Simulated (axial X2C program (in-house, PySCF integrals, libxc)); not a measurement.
Low determinants of NaAs⁺ at the PBE0 level, with spin–orbit coupling

Computed with an in-house relativistic program for diatomic molecules. Two-component (2c) means X2C with spin–orbit coupling and atomic mean-field two-electron Coulomb and Gaunt terms. Basis: As dyall-cv3z [9s9p6d4f1g], Na dyall-cv3z [9s8p5d2f] (cores contracted in-house); Gaussian nuclei, density fitting, unrestricted open shells. Masses: As 74.922 u, Na 22.990 u.

Search at 3.125 Å (vertical energies from the lowest determinant):

```
ΔE (eV)    state  electrons beyond evenly filled partner blocks  electrons in ±ω = 1/2, 3/2, 5/2, 7/2
   0.00  Ω = 3/2                                        ω = 3/2                             30 11 2 0
   0.68  Ω = 1/2                          2 × ω = -1/2, ω = 3/2                             30 11 2 0
   1.11  Ω = 1/2                                        ω = 1/2                             31 10 2 0
   1.36  Ω = 5/2                           2 × ω = 1/2, ω = 3/2                             30 11 2 0
   1.52  Ω = 1/2                                        ω = 1/2                             29 12 2 0
   7.44  Ω = 7/2                           ω = 1/2, 2 × ω = 3/2                             29 12 2 0
```

Lowest determinant, Ω = 3/2 (⟨Sz⟩ = 1.49, ⟨Lz⟩ = 0.01 at PBE0): Re = 3.118 Å, ωe = 112.0 cm⁻¹.

The determinant in row 2 of the search, Ω = 1/2 (⟨Sz⟩ = 0.50, ⟨Lz⟩ = 0.00 at PBE0), was followed along the bond at PBE0; measured from the minimum of the lowest determinant it gives:

Te = 0.678 eV (5464 cm⁻¹), Re = 3.166 Å, ωe = 111.2 cm⁻¹.

Q: Compare the bond of the determinant in row 2 with that of the lowest one.

A: At PBE0 its Re is 0.048 Å longer and its force constant, which goes as ωe², is 0.99 times that of the lowest determinant. This determinant mixes spin states, so it has no term energy of its own.

The search compares states at one distance, so a state with another bond length can lie lower; it is not exhaustive and yields mostly the lowest determinant of each block pattern, so other components and higher states of one pattern are missing. A followed state lies above the atoms to which the lowest one dissociates. These are energies of single determinants, not of spin-adapted states; PBE0 term energies can be off by some tenths of an eV, and the functional has no current term.
